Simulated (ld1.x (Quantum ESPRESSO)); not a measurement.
# magnesium (Mg): one change to a TM potential, before and after

Mg (Z = 12), norm-conserving Troullier–Martins (Kleinman–Bylander form), made with ld1.x (Quantum ESPRESSO) 7.5 (LDA (PZ), scalar-relativistic). Core [Ne], reference 3s2 3p0. Waves: 3s (bound): rc 2.55 bohr; 3p (bound, empty): rc 3.80 bohr; 3d channel at 0.2 Ry: rc 3.85 bohr. Local part: all-electron potential smoothed inside 3.40 bohr (lloc = -2). Core correction: none.

Change: local potential the p channel.

Cutoffs: the cutoffs (Ry, on a coarse ladder) from which the occupation-weighted sum of valence levels, in a spherical-Bessel basis at the reference potential, stays within 10 and 1 mRy of its value at 400 Ry; they do not see the model core or the augmentation charge, which bear on the density cutoff. Errors are all-electron minus pseudo energies relative to the spin-unpolarised reference configuration.

**Question.** Predict the effect on cutoff, ghosts and configuration errors.

**Answer.** The potential gets neither clearly harder nor softer (6 Ry and 18 Ry → 6 Ry and 18 Ry); of the 7 tests that both files solve, the error grows in 3 and shrinks in 0 by more than 15 % and 0.3 meV (median size 20.3 → 25.6 meV); neither file shows a bound ghost.

```tsv
quantity	base	changed
cutoff, loose	6 Ry	6 Ry
cutoff, tight	18 Ry	18 Ry
bound ghosts	none	none
error for 3s1 3p0, meV [ΔE 8.07 eV]	+20	+26
error for 3s1.5 3p0, meV [ΔE 3.19 eV]	+1.9	+3.6
error for 3s1 3p1, meV [ΔE 3.52 eV]	+11	+12
error for 3s0 3p2, meV [ΔE 7.27 eV]	+62	+62
error for 3s0 3p1, meV [ΔE 12.47 eV]	+108	+109
error for 3s1 3p0 (spin-polarised), meV [ΔE 7.75 eV]	+106	+112
error for 3s1.5 3p0 (spin-polarised), meV [ΔE 3.14 eV]	+12	+14
s: phases at 4.20 bohr within 0.05 rad from the reference energy up to (Ry; the scan ends near 5)	0.6	0.9
p: phases at 4.20 bohr within 0.05 rad from the reference energy up to (Ry; the scan ends near 5)	1.2	1.1
d: phases at 4.20 bohr within 0.05 rad from the reference energy up to (Ry; the scan ends near 5)	1.5	1.6
```
